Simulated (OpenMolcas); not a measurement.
5s² 5p along the 49-electron sequence

* Program: OpenMolcas
* Method: SS-CASPT2, IPEA 0.25 Eh, imaginary shift 0.1 Eh
* Basis: ANO-RCC-VTZP
* Scalar Hamiltonian: DKH2, point nucleus
* Spin-orbit coupling: state interaction with AMFI integrals over the reference wave functions, term energies averaged over their components

Active space for each ion: 3 electrons in 4 orbitals (5s 5p); closed shells correlated by CASPT2: 4d.

Computed levels in cm-1 above ²P°_1/2:

```csv
Level,In,Sn+,Sb2+,Te3+,I4+,Xe5+
²P°_3/2,2100,3790,5810,8220,11060,13780
weight of ²P° in the lowest level (%),100,100,100,100,100,100
```

Measured, with the error of the calculation in %. Measured levels: In, Sn+ from NIST Handbook of Basic Atomic Spectroscopic Data; Sb2+, Te3+ from Moore, Atomic Energy Levels, vol. III, NSRDS-NBS 35 (1971 reprint of NBS Circular 467, 1958); Xe5+ from Saloman, J. Phys. Chem. Ref. Data 33, 765 (2004).

| Level | In | Sn+ | Sb2+ | Te3+ | Xe5+ |
| --- | --- | --- | --- | --- | --- |
| ²P°_3/2 | 2213 (-5.2) | 4251 (-10.8) | 6576 (-11.6) | 9223 (-10.8) | 15599 (-11.7) |

The fine-structure level ²P°_3/2 changes by a factor of 6.56 from In to Xe5+. Its fourth root runs 6.77, 7.85, 8.73, 9.52, 10.26, 10.83, with steps per unit of Z of 1.08, 0.88, 0.79, 0.73, 0.58; equal steps would mean a (Z - σ)^4 law with constant σ.

Over all roots computed the reference weight is 0.86 to 0.94 in Sb2+, 0.86 to 0.95 in Te3+, 0.86 to 0.95 in I4+, 0.86 to 0.95 in Xe5+; the roots of lowest weight are the least certain, and an intruder state may touch them. Some high roots are left out of the spin-orbit mixing, which shifts the levels that they would mix with (holds for In). Measured partners are found by configuration, term and J. A level has none where our copy of the source lacks it or the pairing is in doubt (some pairs that miss far off the trend of their configuration count as doubtful), and it then counts in no deviation. Only configurations of the active space appear.

° marks odd parity.
